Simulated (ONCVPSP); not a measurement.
**rhenium (Re): ONCV pseudisation with PBE, scalar-relativistic reference atom.**

ONCVPSP 4.0.1 was run on this input:

```
# ATOM AND REFERENCE CONFIGURATION
# atsym  z   nc   nv     iexc    psfile
  Re 75.00   10    4        4      upf
#
#   n    l    f
    1    0    2.00
    2    0    2.00
    2    1    6.00
    3    0    2.00
    3    1    6.00
    3    2   10.00
    4    0    2.00
    4    1    6.00
    4    2   10.00
    4    3   14.00
    5    0    2.00
    5    1    6.00
    5    2    5.00
    6    0    2.00
#
# PSEUDOPOTENTIAL AND OPTIMIZATION
# lmax
    2
#
#   l,   rc,      ep,       ncon, nbas, qcut
    0    1.85    0.00    3    6    6.50
    1    1.40    0.00    4    8    5.40
    2    1.75    0.00    5    8    5.70
#
# LOCAL POTENTIAL
# lloc, lpopt,  rc(5),   dvloc0
    4    5    1.05    0.00
#
# VANDERBILT-KLEINMAN-BYLANDER PROJECTORs
# l, nproj, debl
    0    3    1.00
    1    1    1.40
    2    2    3.70
#
# MODEL CORE CHARGE
# icmod, fcfact, rcfact
    3    2.75    1.25
#
# LOG DERIVATIVE ANALYSIS
# epsh1, epsh2, depsh
   -5.00    5.00    0.04
#
# OUTPUT GRID
# rlmax, drl
    6.00    0.01
#
# TEST CONFIGURATIONS
# ncnf
    4
# nvcnf
#   n    l    f
    4
    5    0    2.00
    5    1    6.00
    5    2    5.00
    6    0    1.00
#
    4
    5    0    2.00
    5    1    6.00
    5    2    5.00
    6    0    0.00
#
    4
    5    0    2.00
    5    1    6.00
    5    2    4.00
    6    0    0.00
#
    4
    5    0    2.00
    5    1    6.00
    5    2    5.50
    6    0    1.50
#
```

Command:

```bash
oncvpsp.x < Re.dat > Re.out
```

The program printed (shortened: citation, most of the input echo, consistency checks and plot data are left out):

```
ONCVPSP  (Optimized Norm-Conservinng Vanderbilt PSeudopotential)
scalar-relativistic version 4.0.1

#   n    l    f        energy (Ha)
    1    0    2.00    -2.6337387E+03
    2    0    2.00    -4.5663410E+02
    2    1    6.00    -3.9844912E+02
    3    0    2.00    -1.0571942E+02
    3    1    6.00    -8.8565659E+01
    3    2   10.00    -6.9135586E+01
    4    0    2.00    -2.2062537E+01
    4    1    6.00    -1.6437217E+01
    4    2   10.00    -9.3832747E+00
    4    3   14.00    -1.5548057E+00
    5    0    2.00    -3.1329405E+00
    5    1    6.00    -1.7276131E+00
    5    2    5.00    -1.9723111E-01
    6    0    2.00    -2.1841899E-01

Reference configufation results
  iterations    28
  all-electron total energy (Ha)   -1.66922272D+04

Begin loop to  construct optimized pseudo wave functions
and semi-local pseudopoentials for all angular momenta

   Wellstate for l =  0  n =  7
     eigenvalue =   0.7816
     asymptotic potential =   1.2816
     half-point radius =  4.3394

Calculating optimized projector #   1

 for l=   0

    Fraction of norm inside rc  0.978914
    Optimizing pswf for qcut=   6.49 a_B^-1,  ecut=  21.06 Ha
    Residual kinetic energy error=  4.18D-06 Ha

    Energy error per electron        Cutoff
         Ha          eV             Ha
         0.01000     0.27211        5.80
         0.00100     0.02721       13.54
         0.00010     0.00272       16.79
         0.00001     0.00027       19.82

Calculating optimized projector #   2

 for l=   0

    Fraction of norm inside rc  0.101774
    Optimizing pswf for qcut=   6.49 a_B^-1,  ecut=  21.06 Ha
    Residual kinetic energy error=  5.37D-06 Ha

    Energy error per electron        Cutoff
         Ha          eV             Ha
         0.01000     0.27211        4.84
         0.00100     0.02721       13.43
         0.00010     0.00272       17.30
         0.00001     0.00027       20.25

Calculating optimized projector #   3

 for l=   0

    Fraction of norm inside rc  0.117454
    Optimizing pswf for qcut=   6.49 a_B^-1,  ecut=  21.06 Ha
    Residual kinetic energy error=  1.36D-05 Ha

    Energy error per electron        Cutoff
         Ha          eV             Ha
         0.01000     0.27211        6.00
         0.00100     0.02721       15.05
         0.00010     0.00272       18.54
         0.00001     0.00027       22.42

Calculating optimized projector #   1

 for l=   1

    Fraction of norm inside rc  0.717436
    Optimizing pswf for qcut=   5.40 a_B^-1,  ecut=  14.59 Ha
    Residual kinetic energy error=  5.86D-03 Ha

    Energy error per electron        Cutoff
         Ha          eV             Ha
         0.01000     0.27211        9.57
         0.00100     0.02721       82.01
         0.00010     0.00272      105.70
         0.00001     0.00027      140.58

   Wellstate for l =  2  n =  7
     eigenvalue =   3.5028
     asymptotic potential =   4.0028
     half-point radius =  3.0718

Calculating optimized projector #   1

 for l=   2

    Fraction of norm inside rc  0.499417
    Optimizing pswf for qcut=   5.69 a_B^-1,  ecut=  16.21 Ha
    Residual kinetic energy error=  4.10D-04 Ha

    Energy error per electron        Cutoff
         Ha          eV             Ha
         0.01000     0.27211       11.52
         0.00100     0.02721       15.00
         0.00010     0.00272       21.09
         0.00001     0.00027       43.73

Calculating optimized projector #   2

 for l=   2

    Fraction of norm inside rc  0.124384
    Optimizing pswf for qcut=   5.69 a_B^-1,  ecut=  16.21 Ha
    Residual kinetic energy error=  2.90D-03 Ha

    Energy error per electron        Cutoff
         Ha          eV             Ha
         0.01000     0.27211       13.86
         0.00100     0.02721       18.08
         0.00010     0.00272       29.04
         0.00001     0.00027       43.18

Construct Vanderbilt / Kleinmman-Bylander projectors

B matrix Hermiticity error, ll=   0
   1   2    4.1426E-04
   1   3   -5.7292E-04
   2   3    5.3218E-05

  Orthonormal projector coefficients  1.7524E+01  4.2149E+00  5.0852E-01

B matrix Hermiticity error, ll=   2
   1   2   -4.0402E-04

  Orthonormal projector coefficients  7.9377E+00  9.9694E-01

Model core correction analysis
  based on d2Exc/dn_idn_j

d2excae - all-electron derivatives

   -2.906522D-02   -2.526862D-02   -1.128139D-02   -1.596978D-03
   -2.526864D-02   -2.524275D-02   -1.489526D-02   -2.488337D-03
   -1.128140D-02   -1.489527D-02   -1.785290D-02   -1.196612D-02
   -1.596890D-03   -2.488046D-03   -1.196458D-02   -2.378182D-02

d2excps - pseudofunction derivatives with no core correction

   -5.308328D-02   -3.423291D-02   -1.308639D-02   -3.737579D-03
   -3.423369D-02   -3.187902D-02   -1.698009D-02   -3.138301D-03
   -1.308653D-02   -1.698023D-02   -1.871842D-02   -1.215868D-02
   -3.739053D-03   -3.138033D-03   -1.215711D-02   -2.404236D-02

rms 2nd derivative error    7.105258E-03

rmatch, rhocmatch    0.9232   10.6651

Teter function model core charge with specified parameters

d2excps - pseudofunction derivatives with core correction

   -3.579178D-02   -2.740003D-02   -1.166262D-02   -2.335059D-03
   -2.740005D-02   -2.808525D-02   -1.616921D-02   -2.658637D-03
   -1.166264D-02   -1.616930D-02   -1.859421D-02   -1.206215D-02
   -2.335016D-03   -2.658328D-03   -1.206058D-02   -2.392064D-02

rms 2nd derivative error    2.056754E-03

Pseudoatom total energy  -79.824037

Diagnostic tests using Vanderbilt-Kleinman-Bylander pseudopotentials
  1 or more projectors used as specified by nproj input data

   l    rcore       rmatch      e in        delta e   norm test  slope test

   0   1.8589869   1.9154298  -3.1329405   0.0000055   1.0002514   1.0002319
   0   1.8589869   1.9154298  -0.2184190   0.0000064   1.0000496   1.0000117
   0   1.8589869   1.9154298   0.7815810   0.0000545   1.0002253   1.0002253

   1   1.4033669   1.4459762  -1.7276131  -0.0000187   0.9999941   1.0000176

   2   1.7510418   1.8042073  -0.1972311   0.0000014   1.0000614   1.0000721
   2   1.7510418   1.8042073   3.5027689   0.0000948   1.0003554   1.0003554

 Testing for bound ghosts
   n   l    E NL Schr. Eq   E Basis Diag.   E Cutoff

   1   0       -3.132935       -3.132935     55.37
   2   0       -0.218413       -0.193828     55.37

   2   1       -1.727632       -1.727424    113.02

   3   2       -0.197230       -0.191596    112.18

 Testing for highly-localized positive-energy ghosts
       l    <radius>/rc     E Basis Diag.   E Cutoff

       0        0.492370        5.477911     55.37  WARNING - GHOST(+)

Test configuration 0

   n   l     f        eae           eps        diff
   1   0  2.0000-2633.73871380
   2   0  2.0000 -456.63410350
   2   1  6.0000 -398.44912426
   3   0  2.0000 -105.71941967
   3   1  6.0000  -88.56565872
   3   2 10.0000  -69.13558594
   4   0  2.0000  -22.06253706
   4   1  6.0000  -16.43721694
   4   2 10.0000   -9.38327472
   4   3 14.0000   -1.55480569
   5   0  2.0000   -3.13294052   -3.13293505    5.47D-06
   5   1  6.0000   -1.72761312   -1.72763180   -1.87D-05
   5   2  5.0000   -0.19723111   -0.19722972    1.38D-06
   6   0  2.0000   -0.21841899   -0.21841264    6.35D-06

    Total energies and differences
      AE_ref= -1.66922272D+04  AE_tst= -1.66922272D+04  dif=  0.00D+00
      PS_ref= -7.98240369D+01  PS_tst= -7.98240369D+01  dif=  7.67D-13
      PSP excitation error= -7.67D-13

Test configuration 1

   n   l     f        eae           eps        diff
   1   0  2.0000-2634.02579288
   2   0  2.0000 -456.91906887
   2   1  6.0000 -398.73414772
   3   0  2.0000 -106.00467843
   3   1  6.0000  -88.85092106
   3   2 10.0000  -69.42069518
   4   0  2.0000  -22.34795228
   4   1  6.0000  -16.72259074
   4   2 10.0000   -9.66852308
   4   3 14.0000   -1.84001823
   5   0  2.0000   -3.41860063   -3.42025738   -1.66D-03
   5   1  6.0000   -2.01427839   -2.01468240   -4.04D-04
   5   2  5.0000   -0.47561849   -0.47547786    1.41D-04
   6   0  1.0000   -0.46610948   -0.46618470   -7.52D-05

    Total energies and differences
      AE_ref= -1.66922272D+04  AE_tst= -1.66918873D+04  dif=  3.40D-01
      PS_ref= -7.98240369D+01  PS_tst= -7.94840089D+01  dif=  3.40D-01
      PSP excitation error= -1.56D-04

Test configuration 2

   n   l     f        eae           eps        diff
   1   0  2.0000-2634.35423161
   2   0  2.0000 -457.24468089
   2   1  6.0000 -399.05984850
   3   0  2.0000 -106.33033121
   3   1  6.0000  -89.17658001
   3   2 10.0000  -69.74620089
   4   0  2.0000  -22.67370831
   4   1  6.0000  -17.04829363
   4   2 10.0000   -9.99405792
   4   3 14.0000   -2.16536127
   5   0  2.0000   -3.74364655   -3.74780133   -4.15D-03
   5   1  6.0000   -2.33935568   -2.34039172   -1.04D-03
   5   2  5.0000   -0.78703669   -0.78668018    3.57D-04

    Total energies and differences
      AE_ref= -1.66922272D+04  AE_tst= -1.66912875D+04  dif=  9.40D-01
      PS_ref= -7.98240369D+01  PS_tst= -7.88838631D+01  dif=  9.40D-01
      PSP excitation error= -4.70D-04

Test configuration 3

   n   l     f        eae           eps        diff
   1   0  2.0000-2634.84724802
   2   0  2.0000 -457.73953200
   2   1  6.0000 -399.55472357
   3   0  2.0000 -106.82248097
   3   1  6.0000  -89.66873644
   3   2 10.0000  -70.23884887
   4   0  2.0000  -23.16502723
   4   1  6.0000  -17.53966736
   4   2 10.0000  -10.48553532
   4   3 14.0000   -2.65582947
   5   0  2.0000   -4.22725511   -4.23215592   -4.90D-03
   5   1  6.0000   -2.81277826   -2.81444712   -1.67D-03
   5   2  4.0000   -1.21493443   -1.21473006    2.04D-04

    Total energies and differences
      AE_ref= -1.66922272D+04  AE_tst= -1.66902905D+04  dif=  1.94D+00
      PS_ref= -7.98240369D+01  PS_tst= -7.78870455D+01  dif=  1.94D+00
      PSP excitation error= -3.25D-04

Test configuration 4

   n   l     f        eae           eps        diff
   1   0  2.0000-2633.69764255
   2   0  2.0000 -456.59108921
   2   1  6.0000 -398.40616316
   3   0  2.0000 -105.67691900
   3   1  6.0000  -88.52316071
   3   2 10.0000  -69.09290959
   4   0  2.0000  -22.02015884
   4   1  6.0000  -16.39478510
   4   2 10.0000   -9.34071142
   4   3 14.0000   -1.51232449
   5   0  2.0000   -3.09162122   -3.09277623   -1.16D-03
   5   1  6.0000   -1.68917062   -1.68938004   -2.09D-04
   5   2  5.5000   -0.17102275   -0.17091511    1.08D-04
   6   0  1.5000   -0.20607721   -0.20616922   -9.20D-05

    Total energies and differences
      AE_ref= -1.66922272D+04  AE_tst= -1.66922131D+04  dif=  1.40D-02
      PS_ref= -7.98240369D+01  PS_tst= -7.98098688D+01  dif=  1.42D-02
      PSP excitation error= -1.26D-04
```

The run took about 3.9 s on one core of a shared server CPU.
